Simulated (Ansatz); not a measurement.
`F[C@@H]1[C@H](F)C1(F)F`, charge 0, multiplicity 1.

Q: Give a relaxed structure at PBE0-D4/def2-TZVP (Ansatz 0.2.0). (Best estimate.)

A: Computed: 
Z-matrix (Å, degrees):
```
C
C 1 1.530
F 1 1.344 2 117.9
C 1 1.490 2 59.1 3 -107.3
H 1 1.086 2 118.0 3 143.6
F 2 1.344 1 117.9 3 -0.1
H 2 1.086 1 117.9 3 -143.7
F 4 1.338 1 119.2 2 -109.5
F 4 1.327 1 118.5 2 109.0
```
Point group Cs.
This is one stationary point; other conformers may exist.
